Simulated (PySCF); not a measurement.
Computed IR spectrum (relative IR intensity) of a molecule C2H10O2Si2. The structure is a stationary point at PBE0-D3(BJ)/def2-SVP. One conformer was computed; it need not be the lowest. All values below come from PBE0-D3(BJ)/def2-SVP run with PySCF. Frequencies are harmonic and unscaled.

Lines under 2 % of the strongest are left out, and lines within 2 cm⁻¹ are merged.

```json
[
 {"ν (cm⁻¹)": "144", "relative intensity": "6.4"},
 {"ν (cm⁻¹)": "149", "relative intensity": "14"},
 {"ν (cm⁻¹)": "178", "relative intensity": "18"},
 {"ν (cm⁻¹)": "195", "relative intensity": "18"},
 {"ν (cm⁻¹)": "242", "relative intensity": "21"},
 {"ν (cm⁻¹)": "473", "relative intensity": "4.7"},
 {"ν (cm⁻¹)": "513", "relative intensity": "2.7"},
 {"ν (cm⁻¹)": "655", "relative intensity": "18"},
 {"ν (cm⁻¹)": "667", "relative intensity": "20"},
 {"ν (cm⁻¹)": "702", "relative intensity": "6.5"},
 {"ν (cm⁻¹)": "708", "relative intensity": "44"},
 {"ν (cm⁻¹)": "804", "relative intensity": "4.8"},
 {"ν (cm⁻¹)": "833", "relative intensity": "51"},
 {"ν (cm⁻¹)": "841", "relative intensity": "53"},
 {"ν (cm⁻¹)": "878", "relative intensity": "3.4"},
 {"ν (cm⁻¹)": "887", "relative intensity": "31"},
 {"ν (cm⁻¹)": "894", "relative intensity": "20"},
 {"ν (cm⁻¹)": "912", "relative intensity": "100"},
 {"ν (cm⁻¹)": "926", "relative intensity": "31"},
 {"ν (cm⁻¹)": "949", "relative intensity": "36"},
 {"ν (cm⁻¹)": "957", "relative intensity": "32"},
 {"ν (cm⁻¹)": "1075", "relative intensity": "9.9"},
 {"ν (cm⁻¹)": "1271", "relative intensity": "3.5"},
 {"ν (cm⁻¹)": "1432", "relative intensity": "2.1"},
 {"ν (cm⁻¹)": "2191", "relative intensity": "38"},
 {"ν (cm⁻¹)": "2200", "relative intensity": "40"},
 {"ν (cm⁻¹)": "2253", "relative intensity": "32"},
 {"ν (cm⁻¹)": "2262", "relative intensity": "36"},
 {"ν (cm⁻¹)": "3037", "relative intensity": "8.8"},
 {"ν (cm⁻¹)": "3044", "relative intensity": "2.7"},
 {"ν (cm⁻¹)": "3100", "relative intensity": "3.3"},
 {"ν (cm⁻¹)": "3939", "relative intensity": "32"},
 {"ν (cm⁻¹)": "3943", "relative intensity": "32"}
]
```

Q: Which molecule gave these data?
(A) O[SiH2]CC[SiH2]O
(B) C[Si](C)(O)[SiH2]O
(C) OC[C@H](O)[SiH2][SiH3]
(D) C[SiH2]O[SiH2]CO

A: A, O[SiH2]CC[SiH2]O
